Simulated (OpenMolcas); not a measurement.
**Os2+: moving or changing the point charges**

Os2+ among 6 point charges of -1.7 e arranged as an octahedron (Oh), 2.09 Å from the ion.
```
   2.0900    0.0000    0.0000  -1.70
   0.0000    2.0900    0.0000  -1.70
  -2.0900    0.0000    0.0000  -1.70
   0.0000   -2.0900    0.0000  -1.70
   0.0000    0.0000    2.0900  -1.70
   0.0000    0.0000   -2.0900  -1.70
```

```
Program             : OpenMolcas 26.06
Method              : CASSCF
Basis               : ANO-RCC-VDZP [7s6p4d2f1g]
Scalar Hamiltonian  : DKH2, point nucleus
Active space        : 6 electrons in 5 orbitals (5d)
State averaging     : 2S+1 = 5 even, 5 roots; 2S+1 = 3 even, 45 roots; 2S+1 = 1 even, 50 roots
Spin-orbit coupling : state interaction with AMFI integrals over the reference wave functions
```

Runs around this geometry, states (labels of O, the rotations of Oh). Energies in cm-1 above the lowest state or level, χT in cm3 K/mol; under a threefold ground state the first gap can be a small split of the lowest multiplet, not the spin-orbit step.

| R (Å) | q (e) | Ground state | First state of that spin | First gap with spin-orbit (degeneracies) | χT at 300 K | First state of another spin |
| --- | --- | --- | --- | --- | --- | --- |
| 2.09 | -1.1 | 5T2 | 5E 9034 | 87.9 (3, 2) | 4.174 | 3T1 9568 |
| 2.09 | -1.7 | 5T2 | 5E 14094 | 1803 (1, 2) | 0.407 | 1A1 2201 |
| 2.29 | -1.7 | 5T2 | 5E 9539 | 46.8 (3, 2) | 4.009 | 3T1 9328 |

Taking the first state of the same spin as R^-n, n = -ln(9539 / 14094) / ln(2.29 / 2.09) = 4.3 between the shortest and longest distance.

Scaling the charges by -1.1 / -1.7 = 0.65 scales the first state of the same spin by 9034 / 14094 = 0.64; with fixed orbitals a first-order splitting would follow the charge.

Without dynamic correlation the repulsion within the d shell is too large (B by tens of per cent), so at a given field states of lower spin stand too high. Point charges give a weaker field than real ligands, and real ions of this kind are as a rule low spin; the high spin found here belongs to the model. An orbital triplet at a regular site is open to Jahn-Teller coupling, which can distort the site and quench the lowest spin-orbit gaps and is left out (holds for R = 2.09, q = -1.1; R = 2.29, q = -1.7). Spin-orbit coupling mixes the spin-free states strongly: the lowest level takes only 36 % from its leading state, 3T1, which lies 5562 cm-1 above the lowest spin-free state (holds for R = 2.09, q = -1.7). This shell can be high or low spin here, a state of another spin lies low, and with metal d orbitals alone active their balance is uncertain, so the ground spin may be wrong (holds for R = 2.09, q = -1.7). This is an electrostatic model: the charges have no orbitals. No measured value stands beside these numbers.
